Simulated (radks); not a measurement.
Removal energies from the indium ion In9+, [Kr] 4d(3/2: 4, 5/2: 0), by Delta-SCF beside the eigenvalue of the level emptied. All-electron calculation, Dirac Kohn-Sham, PBE, spin-unpolarised, spherical densities, finite nucleus; Fermi nuclear charge, rms radius of each element as measured or else 0.836 A^(1/3) + 0.57 fm. Program: a radial shooting solver on a logarithmic mesh with Libxc functionals. Sub-shells are occupied by j as written (lower j first in brackets).

removed from                                  final configuration  Delta-SCF (eV)  -eigenvalue (eV)
4d3/2                                     [Kr] 4d(3/2: 3, 5/2: 0)          178.46            167.07
4p3/2         [Ar] 3d10 4s2 4p(1/2: 2, 3/2: 3) 4d(3/2: 4, 5/2: 0)          242.24            229.94
4p1/2         [Ar] 3d10 4s2 4p(1/2: 1, 3/2: 4) 4d(3/2: 4, 5/2: 0)          250.17            237.60
4s1/2                        [Ar] 3d10 4s1 4p6 4d(3/2: 4, 5/2: 0)          289.18            276.21
